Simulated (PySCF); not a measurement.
# Hartree-Fock beside MP2: Cl2OSi

All numbers below are calculated, not measured. The program is PySCF 2.14.0, an open-source quantum chemistry code, run on an isolated molecule that a program drew, which may never have been made. The molecule is Cl2OSi (charge 0, singlet), drawn as the SMILES string `O=[Si](Cl)Cl`.

The geometry was optimised and harmonic frequencies were computed with HF and MP2, all in the cc-pV(D+d)Z basis, for the commonest isotopes, with a restricted reference for singlets and an unrestricted one otherwise, and a frozen core in MP2. Each result is a local minimum of its method.

Geometry at the HF minimum:
```xyz
4
Cl2OSi, angstrom
O    -1.0385    1.3649   -0.4660
Si   -1.3638    2.5835   -1.2498
Cl   -1.4864    2.6887   -3.2502
Cl   -1.7532    4.3970   -0.4836
```

Lengths of the bonds as drawn, in Å (atoms numbered as above):
| bond | HF | MP2 |
|---|---|---|
| O1-Si2 | 1.485 | 1.529 |
| Si2-Cl3 | 2.007 | 2.021 |
| Si2-Cl4 | 2.007 | 2.021 |

Rotational constants, in GHz:
| constant | HF | MP2 |
|---|---|---|
| A | 4.988 | 4.751 |
| B | 2.716 | 2.714 |
| C | 1.758 | 1.727 |

Harmonic frequencies in cm^-1, each column in rising order, so a row needn't be the same motion in every method:
| rank | HF | MP2 |
|---|---|---|
| 1 | 217 | 208 |
| 2 | 298 | 269 |
| 3 | 330 | 296 |
| 4 | 530 | ? |
| 5 | 673 | 649 |
| 6 | 1369 | 1227 |

**Estimate the missing MP2 frequency from the HF column.**

A single factor s that minimises the squared misfit of MP2 against s times HF over the other rows is sum(HF x MP2) / sum(HF^2) = 0.9097, with an rms misfit of 19 cm^-1. For rank 4 it gives 0.9097 x 530 = 482 cm^-1. The calculation gives 507 cm^-1, 25 cm^-1 above the estimate. The drawn bonds are on average 1.5 % longer in MP2 than in HF.
